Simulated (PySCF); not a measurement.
## Electronic structure of Kr (krypton, neutral) at the UHF level

Configuration: [Kr], closed-shell 1S. All numbers are calculated (PySCF 2.14, the spin-free X2C one-electron Hamiltonian (Gaussian nucleus), in cc-pVTZ-DK (6s5p3d1f, 43 functions)).

* Total energy: -2788.173048 hartree
* One-electron energy: -3876.6244 hartree
* Hartree (Coulomb) energy: 1184.0019 hartree
* Exchange energy: -95.5506 hartree
* ⟨S²⟩: 0.0000
* ⟨L²⟩: 0.000
* Sum of ⟨r⟩: 26.08 bohr
* Sum of ⟨r²⟩: 39.05 bohr²
* Langevin diamagnetic susceptibility: -30.9 ×10⁻⁶ cm³/mol
* Time after the integrals: 0.08 s of wall time on 1 thread of Neoverse-V2 (shared host)

| shell | electrons | mean orbital energy (eV) | rms radius, mean of both spins (bohr) |
| --- | --- | --- | --- |
| 1s | 2 | -14403.6 | 0.0478 |
| 2s | 2 | -1960.5 | 0.199 |
| 2p | 6 | -1728.4 | 0.177 |
| 3s | 2 | -305.29 | 0.565 |
| 3p | 6 | -228.89 | 0.581 |
| 3d | 10 | -101.97 | 0.612 |
| 4s | 2 | -32.299 | 1.71 |
| 4p | 6 | -14.227 | 2.10 |

Densities and radii are taken from the X2C orbitals without a picture-change correction, which distorts them close to the nucleus.
